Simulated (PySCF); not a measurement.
# Electron correlation in Se (selenium, neutral)

[Ar] 3d10 4s1 4p5, high-spin 3P determinant (an excited configuration). Calculation: PySCF 2.14, in aug-cc-pVQZ-PP with ECP10MDF (7s6p5d3f2g, 89 functions); scalar relativity through the core potential. Frozen: 3s2 3p6 3d10; 6 electrons correlated.

| level | correlation energy (mhartree) |
| --- | --- |
| CCSD | -198.50 |
| (T) | -33.63 |
| CCSD(T) | -232.13 |

Diagnostics: T1 = 0.036, D1 = 0.0707, largest double amplitude 0.241.

Q: Is a single reference adequate?

A: Not fully. T1 exceeds 0.03, a sign that the reference determinant is poor. A double-excitation amplitude exceeds 0.15, a sign of near-degeneracy.
